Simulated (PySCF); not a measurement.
## Excitation energy of N⁺ by level of theory

N⁺ [He] 2s2 2p2 (3P) → N⁺ [He] 2s1 2p2 3d1 (high-spin determinant), as a difference of total energies. Calculation: PySCF 2.14, in dyall-acv3z; no relativity, point nucleus. Correlated levels: valence: 1s2 frozen; virtual orbitals above 40 to 60 times the deepest correlated orbital energy dropped. The calculations carry no spin-orbit coupling.

| method | excitation energy (eV) |
| --- | --- |
| UHF | 29.601 |
| MP2 (valence) | 31.115 |
| SCS-MP2 (valence) | 31.552 |
| CCSD (valence) | 31.453 |
| CCSD(T) (valence) | 31.454 |

Question: How much does correlation contribute at CCSD(T) (valence)?

Answer: 31.454 − (29.601) = 1.853 eV, measured against UHF.

The upper state lies above the first ionisation limit, but in LS coupling its spin forbids autoionisation to the ground ion. A Rydberg-like electron needs more diffuse functions than a valence basis has.

The promoted electron is Rydberg-like, and one or two diffuse shells describe it only roughly, which tends to raise the upper state.

The coupled-cluster amplitudes are large for the upper state (T1 above 0.03 or a double amplitude above 0.15), so a single reference is strained.

The determinant of the upper state mixes LS terms, which raises its energy above the lowest term, most at the Hartree-Fock and MP2 levels.
